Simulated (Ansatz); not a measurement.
`C[Si](C)(C)[GaH2]` + H₂ → `C[SiH](C)C` + `[GaH3]`  (hydrogenolysis of the Si–Ga bond)

Isolated molecules relaxed with PBE0-D4/def2-TZVP in Ansatz; ΔE leaves out vibrations. CCSD(T)/CBS is the MP2 limit (def2-TZVPP, def2-QZVPP) plus CCSD(T) − MP2 in def2-TZVPP, frozen cores. This one scheme is used for every species. For Ga outer-core shells are correlated without core-valence functions, which leaves a few kJ/mol of doubt a bond. Scalar relativity is left out up to krypton.

```json
{"level": "HF/def2-SVP", "ΔE (kJ/mol)": "-53.2"}
{"level": "CCSD(T)/def2-SVP", "ΔE (kJ/mol)": "-24.9"}
```

Problem. What does CCSD(T)/CBS give? (Estimate.)

Solution. Computed: -9.5 kJ/mol. The listed levels differ from it by -43.7, -15.4 kJ/mol.

Largest T1 diagnostic among the species: 0.013.

From r2SCAN to r2SCAN0 (25 % exact exchange), in def2-TZVPP and without D4, ΔE moves by −4.6 kJ/mol. In def2-TZVPP, CCSD(T) changes the Hartree–Fock value by +35.4 kJ/mol (the triples alone add +6.0 kJ/mol) and MP2 by +38.6 kJ/mol.
